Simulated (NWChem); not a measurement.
System: MgBrF; SMILES [F][Mg][Br]

All runs: NWChem. This build's default masses of Se (78.918 u) and Br (79.917 u) are each other's, which moves their modes by up to 0.6 %. The level has its own optimisation; frequencies are unscaled.

Q: What does the run give for BLYP/def2-SVP? Quantities: r F–Mg (Å); r Br–Mg (Å); highest harmonic frequency (cm⁻¹); lowest (cm⁻¹); zero-point energy (kcal/mol); dipole (D).

A: 
```
Item                               Value
---------------------------------  -----
r F–Mg (Å)                         1.769
r Br–Mg (Å)                        2.353
highest harmonic frequency (cm⁻¹)    771
lowest (cm⁻¹)                        123
zero-point energy (kcal/mol)         1.9
dipole (D)                          0.39
```
